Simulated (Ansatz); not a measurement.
All numbers were calculated with Ansatz.

A structure relaxed at PBE0-D4/def2-TZVP, charge 0, multiplicity 1:

Cartesian coordinates in Å:
```
Si -1.712 -0.293 1.017
B 0.018 -0.035 0.047
Si 1.496 1.083 0.797
Si 0.235 -0.830 -1.774
H -2.427 -1.540 0.628
H -1.613 -0.242 2.501
H -2.543 0.867 0.566
H 2.839 0.727 0.262
H 1.169 2.463 0.320
H 1.568 1.113 2.283
H 1.178 -0.093 -2.660
H 0.834 -2.169 -1.479
H -1.041 -1.051 -2.508
```

Problem. Give its formula and SMILES.

Solution. BH9Si3, `[SiH3]B([SiH3])[SiH3]`.

Problem. Point group (tolerance 0.08 Å, 0.16 Å for H)?

Solution. Cs.

Problem. Summarise the bond lengths by kind.

Solution. 3 × B–Si 1.999 to 2.000 Å; 9 × H–Si 1.488 to 1.497 Å.
